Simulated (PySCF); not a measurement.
Gas-phase reaction: WOCl4 + ClO → WO2Cl2 + 3 Cl

Computed with PySCF and rigid-rotor harmonic-oscillator thermochemistry at 1 bar. † marks an energy on the PBE0/def2-TZVP geometry and frequencies; other levels use their own. Open shells (unrestricted): ClO (multiplicity 2), Cl (multiplicity 2); the rest are closed-shell singlets. Spin-orbit splitting is ignored; it lowers the true energy and changes the entropy of ClO, Cl. W: scalar-relativistic def2 core potential, no spin-orbit coupling.

```tsv
level	ΔH°(298 K), kJ
M06-2X/def2-TZVP†	237
PBE0/def2-SVP†	[?]
PBE0/def2-TZVP	[?]
r2SCAN/def2-TZVP†	279
ωB97X-V/def2-TZVP†	245
```

### Question
Some entries are withheld; supply them.

### Answer

- PBE0/def2-SVP†, ΔH°(298 K), kJ: 232
- PBE0/def2-TZVP, ΔH°(298 K), kJ: 262
